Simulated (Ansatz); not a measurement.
Compare A (`CBC[SiH2]C`) with its isomer B (`CCBC[SiH3]`).

Computed with Ansatz on PBE0-D4/def2-TZVP structures; ΔE is electronic, products minus reactants. CCSD(T)/CBS adds triple-zeta CCSD(T) − MP2 to the extrapolated MP2 energy (def2 sets, frozen cores). DFT in def2-TZVPP. B3LYP here is the variant with VWN-RPA as its local correlation; programs differ in this. Each species was taken in one conformer, which may not be the lowest.

Problem. Which isomer does CCSD(T)/CBS put lower? Give the gap. (An estimate is asked.)

Solution. Ansatz gave: A, by 12.6 kcal/mol.

Problem. Give E(B) − E(A) in kcal/mol with PBE-D4, B3LYP-D4, MP2/def2-TZVPP, CCSD(T)/def2-TZVPP, HF/def2-TZVPP, CCSD/def2-TZVPP, B3LYP. (Best estimate.)

Solution. The calculation gave: PBE-D4 12.8, B3LYP-D4 12.6, MP2/def2-TZVPP 12.9, CCSD(T)/def2-TZVPP 12.2, HF/def2-TZVPP 11.4, CCSD/def2-TZVPP 12.1, B3LYP 12.6. None reverses the order clearly.

Largest T1 diagnostic: 0.010.

In def2-TZVPP, CCSD(T) changes the Hartree–Fock value by +0.9 kcal/mol (the triples alone add +0.1 kcal/mol) and MP2 by +1.5 kcal/mol.
